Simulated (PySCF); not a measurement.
Dipole response of Sc+ (scandium, charge +1)

[Ar] 4s2, closed-shell 1S (an excited configuration). All numbers are calculated (PySCF 2.14, the spin-free X2C one-electron Hamiltonian (Gaussian nucleus), in aug-cc-pwCVTZ-DK). Coupled (time-dependent) response in atomic units; α is the mean over directions.

```tsv
method	mean α (bohr³)	C₆ (like pair)	S(−4)
MN15	51.64	420.0	1310
```

S(−4) is the Cauchy moment in α(ω) = α(0) + S(−4) ω² + …

α(iu) at MN15:

```
u (hartree)  α(iu) (bohr³)
          0          51.64
     0.0500          48.57
      0.100          41.29
      0.200          26.23
      0.300          16.83
      0.500          8.582
      0.750          4.966
       1.00          3.403
       1.50          1.986
       2.00          1.324
       3.00         0.7135
       5.00         0.3103
```

A single London oscillator, α(iu) = α/(1 + u²/ω²), gives C₆ = (3/4) ω α². Matching the computed C₆ needs ω = 4 × 420.0 / (3 × 51.64²) = 0.210 hartree.

For an ion, C₆ is the dispersion term alone; charge-induced terms of lower order in 1/R come first.
